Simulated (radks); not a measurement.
The numbers below are computed, except where a source is named.
Ionisation of neutral cerium, [Xe] 4f1 5d1 6s2, to Ce+, [Xe] 4f1 5d2, under several functionals. Scalar-relativistic Kohn-Sham, spin-unpolarised, spherical densities, finite nucleus; a radial shooting solver on a logarithmic mesh with Libxc functionals.

functional  E(Ce) (hartree)  Exc (hartree)  IE (eV)  -e(HOMO) (eV)  <r> HOMO (bohr)  IE error (eV)
revPBE           -8860.3053      -209.4590    6.115          3.026            2.951         +0.577
PW91             -8861.1646      -210.3250    6.266          3.095            2.950         +0.728
SCAN             -8861.5969      -210.2795    6.261          2.937            2.956         +0.722
BLYP             -8860.7833      -209.9296    6.291          2.871            2.963         +0.753
HCTH/407         -8865.3744      -214.7632    6.138          3.177            2.912         +0.600
BP86             -8861.4303      -210.5873    6.443          3.175            2.952         +0.904

NIST Atomic Spectra Database: 5.539 eV (measured). Closest: revPBE. The Delta-SCF values span 0.33 eV, the total energies 5.07 hartree. The highest occupied level is 5d. Spin polarisation and multiplet splitting are left out, so open shells lie too high by an amount that depends on their filling. Spin-orbit splitting is averaged out at the scalar-relativistic level.

Beside tabulated values, note that spin-unpolarised runs miss the spin-polarisation part of the exchange energy of open shells.
